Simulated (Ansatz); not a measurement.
C2H5NOSi, relaxed with RKS PBE0-D4/def2-TZVP in Ansatz from a PBE-D4/def2-SVP geometry. The force threshold is 0.005 eV/Å; the program also tests the step.

The species carries charge 0 and has multiplicity 1. The bonds changed during the relaxation, so this is another structure than the one it started from.

Start:

```xyz
10

Si    1.133   -1.059    0.131
N     0.328    0.322   -0.664
C    -0.763    0.942   -0.163
C    -1.563    0.930    0.987
O    -1.359    1.978   -0.604
H     0.057   -1.872    0.786
H     1.817   -1.827   -0.962
H     2.142   -0.609    1.148
H     0.739    0.790   -1.480
H    -2.531    0.404    0.822
```

Q: By how much does the energy fall, and how many steps does the optimiser take? (An estimate is asked.)

A: Ansatz gave: 5.81 kJ/mol, in 17 steps, 2 of them rejected.

Q: Which bonds change most? (An estimate is asked.)

A: The calculation gave: Si1–N2 from 1.785 to 1.757 Å; Si1–H6 from 1.499 to 1.479 Å; Si1–H8 from 1.502 to 1.482 Å; Si1–H7 from 1.500 to 1.481 Å.

Q: Give the relaxed structure. (Best estimate.)

A: Ansatz gave: 
```xyz
10

Si    1.126   -1.038    0.133
N     0.361    0.355   -0.616
C    -0.747    0.930   -0.146
C    -1.610    0.859    0.937
O    -1.338    1.957   -0.560
H     0.071   -1.725    0.909
H     1.644   -1.892   -0.962
H     2.244   -0.622    1.011
H     0.781    0.852   -1.391
H    -2.532    0.324    0.685
```
